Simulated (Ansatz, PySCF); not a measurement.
B(CCH)3 (C6H3B), SMILES C#CB(C#C)C#C.

Geometry: PBE0-D3(BJ)/def2-SVP.

Vertical ionisation energy (IE) and electron affinity (EA) in eV. Rows of orbital energies are one-electron estimates. Where ΔSCF, EOM or ADC give a negative EA the extra electron is unbound and the value depends on the basis.

```
level                                                                   IE    EA
-------------------------------------------------------------------  -----  ----
−ε(HOMO), −ε(LUMO), ωB97X/def2-TZVP (PySCF)                          10.43  0.85
−ε(HOMO), −ε(LUMO), PBE/def2-TZVP (PySCF)                             6.82  3.67
ΔSCF, PBE0/def2-SVPD (Ansatz), final states of multiplicity 2 and 2      ?     ?
ΔSCF, PBE/def2-SVPD (Ansatz), final states of multiplicity 2 and 2    9.47  1.23
```

Problem. What belongs in the gaps? (Estimate from the structure and the level; the computed values follow.)

Solution. 
- ΔSCF, PBE0/def2-SVPD (Ansatz, a quantum-chemistry and plane-wave program), final states of multiplicity 2 and 2, IE: 9.89
- ΔSCF, PBE0/def2-SVPD (Ansatz), final states of multiplicity 2 and 2, EA: 1.26

Problem. What vertical singlet–triplet gap does ΔSCF give with PBE0/def2-SVPD (Ansatz) and with PBE/def2-SVPD (Ansatz)? (An estimate is asked for; the answer gives what the named calculation found.)

Solution. 3.46 and 3.08 eV (triplet above singlet where positive).
